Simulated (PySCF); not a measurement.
Species: C6H8Si2.
Bonds: C1–C2 (triple), C2–C3, C3–C4 (double), C4–Si5, Si5–C6, C6–C7 (double), C7–Si8, C3–Si8. Hydrogens: H9 on C1; H10 on C4; H11, H12 on Si5; H13 on C6; H14 on C7; H15, H16 on Si8.

Method: PBE0-D3(BJ)/def2-SVP geometry optimisation, gas phase (PySCF 2.14.0).

Task: Give the optimised bond lengths and angles.

Result: 
```
            bond  length (pm)   order
           C1≡C2        121.5  triple
           C2–C3        142.5  single
           C3=C4        135.7  double
          C4–Si5        187.0  single
          Si5–C6        187.1  single
           C6=C7        134.6  double
          C7–Si8        187.2  single
          C3–Si8        189.2  single
           C1–H9        107.4  single
          C4–H10        110.0  single
Si5–H11, Si5–H12        149.8  single
          C6–H13        110.0  single
          C7–H14        110.1  single
Si8–H15, Si8–H16        149.5  single
```

Bonds in one row agree within 1 pm and their mean is given. Orders are formal, as drawn. A selection of angles:
```
    angle  degrees
 C1–C2–C3    176.7
 C2–C3–C4    121.9
C2–C3–Si8    114.7
C4–C3–Si8    123.4
C3–C4–Si5    125.7
C4–Si5–C6    110.5
Si5–C6–C7    124.6
C6–C7–Si8    125.3
C3–Si8–C7    110.5
```

Torsions: C2–C3–C4–Si5 180° (antiperiplanar); C3–C4–Si5–C6 -1° (synperiplanar); C4–Si5–C6–C7 1° (synperiplanar); Si5–C6–C7–Si8 0° (synperiplanar); C6–C7–Si8–C3 -1° (synperiplanar); C2–C3–Si8–C7 -179° (antiperiplanar).

Si5 (SiH2 silicon) is tetrahedral (angles from 106.5° to 110.5°). Si8 (SiH2 silicon) is tetrahedral (angles from 107.4° to 110.5°). The C–Si distances run from 1.870 Å (C4–Si5, drawn single) to 1.892 Å (C3–Si8, drawn single), a spread of 0.022 Å. The 6-membered ring C3–C4–Si5–C6–C7–Si8 has internal angles of 110.5° to 125.7° (sum 720°, against 720° for a flat polygon); it is planar, 0.01 Å rms from its mean plane, widest ring torsion 1°. The 8 heavy atoms lie in one plane (0.006 Å rms). The 4 C–C bonds span 1.215 Å (C1≡C2, drawn triple) to 1.425 Å (C2–C3, drawn single), a spread of 0.210 Å.

Stationary, but not proved a minimum.
